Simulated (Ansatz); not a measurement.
Ansatz (a first-principles code) input (CCSD(T)/def2-QZVPP):
A basis named .json is the Basis Set Exchange file of that set.

Ansatz 0.2 input:
```yaml
crystal:
  periodic: [false, false, false]
  atoms:
    - {symbol: Si, position_ang: [-0.00000000, -0.00000000, -0.10099473]}
    - {symbol: H, position_ang: [0.00000000, 0.00000000, 1.41392619]}
basis:
  gaussian:
    orbitals: def2-QZVPP.json
total_charge: 1
magnetization: {spin_polarized: false}
correlation: {method: ccsd_t, electrons: outside_noble_gas}
```

End of the output:

```
reference -7868.64874169 eV, -289.1675076953 hartree; 2, 2 occupied and 93, 93 virtual orbitals, 584 factors
second order -2.03003940 eV of doubles, -0.00000000 eV of singles
coupled cluster: 0.24 GiB planned
cycle   1  -2.37486652 eV  change   -3.4e-1 eV  update   5.8e-2
cycle   2  -2.59141941 eV  change   -2.2e-1 eV  update   2.7e-2
cycle   3  -2.59549391 eV  change   -4.1e-3 eV  update   6.1e-3
cycle   4  -2.59735797 eV  change   -1.9e-3 eV  update   2.0e-3
cycle   5  -2.59742303 eV  change   -6.5e-5 eV  update   6.8e-4
cycle   6  -2.59721680 eV  change    2.1e-4 eV  update   2.3e-4
cycle   7  -2.59732553 eV  change   -1.1e-4 eV  update   6.9e-5
cycle   8  -2.59733276 eV  change   -7.2e-6 eV  update   1.4e-5
cycle   9  -2.59732724 eV  change    5.5e-6 eV  update   3.0e-6
cycle  10  -2.59732915 eV  change   -1.9e-6 eV  update   8.0e-7
perturbative correction -0.04813833 eV, -0.0017690509 hartree
Total energy: -7871.29420916 eV, -289.2647268319 hartree
```
